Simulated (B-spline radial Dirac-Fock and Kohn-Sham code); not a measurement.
## Satellites and hypersatellites of the K lines of Sn⁶⁺

System: Sn⁶⁺, configuration [Kr] 4d8.

Model: relaxed Dirac-Fock hole states (ΔSCF) with Breit and QED corrections and a finite nucleus. Program: a radial atomic solver. Each two-hole energy is an average over J within one jj subconfiguration, not an observable level; in light atoms, where LS coupling holds, the j-resolved values are not observed lines, and for a K spectator the Kα1 hypersatellite is nearly forbidden. No correlation.

Lines without a spectator: Kα2 (K-L2) 25042.1 eV, Kα1 (K-L3) 25269.6 eV, Kβ3 (K-M2) 28441.2 eV, Kβ1 (K-M3) 28483.8 eV. Shifts in eV with one spectator hole (a dash: not computed, or left out as unreliable):

```
spectator hole    Kα2    Kα1     Kβ3     Kβ1
    L2 (2p1/2)  +63.8  +80.6       –  +170.4
    L3 (2p3/2)  +62.1  +62.4  +150.5       –
    M2 (3p1/2)      –  +9.43  +21.33  +25.81
    M3 (3p3/2)  +6.94      –  +21.89  +21.36
```

Q: Where does the K-L3 hypersatellite lie, emitted when both K electrons are missing?

A: +595.1 eV from the normal line, at 25864.7 eV. Removing both K electrons costs 59411.7 eV, which is 809.5 eV more than twice the K binding energy.

With n spectator holes in 2p, averaged over the 2p shell (energies in eV):

```csv
n,KαLⁿ,step,hypersatellite KαʰLⁿ
0,25193.7,–,25782.7
1,25261.0,+67.3,25851.5
2,25329.6,+68.6,25921.5
3,25399.5,+69.9,25992.9
4,25470.6,+71.2,26065.5
5,25543.1,+72.5,26139.5
```

Run: 33 s of CPU time on 1 thread of Intel(R) Xeon(R) Platinum 8488C (shared host), peak memory 0.43 GiB.
